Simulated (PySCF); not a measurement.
**Spin–spin couplings to the heavy atom in SMILES [C]([GeH2][BH2])#C, C₂H₅BGe**

Geometry:
| atom | x (Å) | y (Å) | z (Å) |
| --- | --- | --- | --- |
| B1 | -1.548 | 1.016 | 0.108 |
| Ge2 | -0.516 | -0.755 | -0.131 |
| C3 | 1.336 | -0.354 | 0.101 |
| C4 | 2.504 | -0.055 | 0.267 |
| H5 | -1.256 | 1.956 | -0.590 |
| H6 | -2.429 | 1.145 | 0.922 |
| H7 | -0.878 | -1.869 | 0.867 |
| H8 | -0.691 | -1.310 | -1.560 |
| H9 | 3.537 | 0.207 | 0.408 |

Level of theory for the indirect couplings: PBE0/pcJ-1 (dyall-v2z on Ge), no solvent, finite nuclei, structure from PBE0-D3(BJ)/def2-SVP (PySCF integrals, density fitting).

Non-relativistic values:
```csv
coupling,atoms,J (Hz)
"1J(73Ge,11B)",Ge2 – B1,-32.4
"1J(73Ge,13C)",Ge2 – C3,-27.8
"1J(73Ge,1H)",Ge2 – H7/H8,-86.1
"2J(73Ge,13C)",Ge2 – C4,-5.3
"2J(73Ge,1H)",Ge2 – H5/H6,-3.9
"3J(73Ge,1H)",Ge2 – H9,-2.3
```

Task: What do two-component X2C with spin–orbit coupling give?

Result: 
```
    coupling        atoms  with spin–orbit (Hz)
1J(73Ge,11B)     Ge2 – B1                 -35.0
1J(73Ge,13C)     Ge2 – C3                 -27.6
 1J(73Ge,1H)  Ge2 – H7/H8                 -94.9
2J(73Ge,13C)     Ge2 – C4                  -5.3
 2J(73Ge,1H)  Ge2 – H5/H6                  -4.7
 3J(73Ge,1H)     Ge2 – H9                  -2.5
```

The largest listed coupling, 1J(73Ge,1H), ends at 1.10 times its non-relativistic value. Equivalent partners are averaged, as under fast rotation. In the static structure 2J(73Ge,1H) spreads over -3.5, -5.9 Hz.
